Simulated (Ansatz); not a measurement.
`B/C=C(\F)Cl` + H₂O → `O/C=C(/F)Cl` + BH₃ at 400 K and 1 bar (formal hydrolysis of a C–B bond).

Isolated molecules relaxed with PBE0-D4/def2-TZVP in Ansatz; ΔE leaves out vibrations. CCSD(T)/CBS adds triple-zeta CCSD(T) − MP2 to the extrapolated MP2 energy (def2 sets, frozen cores). This one scheme is used for every species. Double bonds are as drawn, so ΔE can hold a change between cis and trans. One conformer a species, not always the lowest.

```tsv
species	CCSD(T)/CBS energy (Eh)	H − E (kJ/mol)	S (J/(mol·K))
`B/C=C(\F)Cl`	-662.22491	149.4	339.9
H₂O	-76.37941	69.8	198.6
`O/C=C(/F)Cl`	-712.00367	131.0	331.5
BH₃	-26.55200	82.6	199.4
```

H − E and S are ideal-gas, rigid-rotor, harmonic terms from PBE0-D4/def2-TZVP, for one conformer and one mirror image of each species. 1 Eh = 2625.50 kJ/mol, R = 8.31446 J/(mol·K).

**Question.** By hand: ΔE, ΔH, ΔS and ΔG.

**Answer.** ΔE = (-712.00367) + (-26.55200) − (-662.22491) − (-76.37941) = 0.04865 Eh = 127.7 kJ/mol. Δ(H − E) = 131.0 + 82.6 − 149.4 − 69.8 = -5.6, so ΔH = 122.1 kJ/mol. ΔS = 331.5 + 199.4 − 339.9 − 198.6 = -7.6 J/(mol·K). ΔG = 122.1 − 400 × (-7.6)/1000 = 125.1 kJ/mol.

**Question.** By hand: the equilibrium constant, and the temperature at which ΔG would vanish if ΔH and ΔS stayed fixed.

**Answer.** log₁₀ K = −ΔG/(RT ln 10) = -16.3. ΔH and −TΔS have one sign here, so there is no such temperature.

The number of gas molecules stays the same, so ΔS is small and ΔH decides. A doubt of 5 kJ/mol in ΔE shifts log₁₀ K by 0.7 here. Other conformers and mirror images would add mixing entropy, several J/(mol·K) or more a flexible species. These are equilibria of isolated gas molecules and say nothing of rates. Largest T1 diagnostic: 0.012 (customary marks: 0.02 for closed shells, 0.045 for open ones).

ΔS is within the doubt of such terms, so its sign, and with it that verdict, could turn.
